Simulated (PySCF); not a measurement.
# [Nd(SH)2]+: one run

[Nd(SH)2]+ (singlet in the valence; each metal's 4f electrons, 3 of them, lie in its core potential, out of spins and levels). PySCF 2.14.0, RKS PBE0, Nd lcecp-1-TZVP with ECP49, S def2-TZVP, H def2-TZVP; non-relativistic Hamiltonian with scalar-relativistic core potentials where named; density fitting; no spin-orbit coupling. Purpose: basis and core treatment f-in-core-III/TZVP.

```python
mol = gto.M(atom='''
Nd     0.00000     0.00000    -0.82014
S      1.89239    -0.09433     0.86095
H      2.87607    -0.21887    -0.06913
S     -1.89239     0.09433     0.86095
H     -2.87607     0.21887    -0.06913''',
    basis={'Nd': 'lcecp-1-TZVP', 'S': 'def2-TZVP', 'H': 'def2-TZVP'},
    ecp={'Nd': 'lcecp-1-TZVP'},
    charge=1, spin=0)
mf = dft.RKS(mol, xc='PBE0')
mf.grids.atom_grid = (75, 302)  # f atoms: unpruned, at least (60, 302)
mf = mf.density_fit()  # fitting sets: Nd AutoAux, S def2-universal-JKFIT, H def2-universal-JKFIT
mf.conv_tol = 1e-08; mf.max_cycle = 55
mf.kernel(dm0)  # dm0: free metal ions and neutral atoms
mf.nuc_grad_method().kernel()
```

Run from Python with OMP_NUM_THREADS=2; the lines above give its settings. Where DIIS fails, smearing, a level shift and second-order steps follow.
It took 7.6 s on 2 threads of Arm Neoverse V1, with other jobs on the host.

(1) Where do the frontier levels lie, over both spins?

(2) What are the Mulliken charges and spins?

(3) What forces act on the atoms (eV/Å)?

The geometry was relaxed with PBE0 (Nd lcecp-1-SVP with ECP49, S def2-SVP, H def2-SVP).

An lcecp potential fixes the number of 4f electrons, so in runs with it no electron can move into or out of that shell.

Answers

(1) HOMO -12.00 eV, LUMO -7.13 eV. The 4f levels lie in the core potential and are missing.

(2) 
```csv
atom,charge (e),spin (e)
Nd1,1.416,0.000
S2,-0.402,0.000
H3,0.194,0.000
S4,-0.402,0.000
H5,0.194,0.000
```
The spin of the 4f electrons in the core isn't counted.

(3) 
```
Nd   0.00  0.00  0.13
S    0.10 -0.02 -0.19
H   -0.18  0.02  0.13
S   -0.10  0.02 -0.19
H    0.18 -0.02  0.13
```
Forces carry noise of the integration grid, about 0.01 to 0.03 eV/Å.
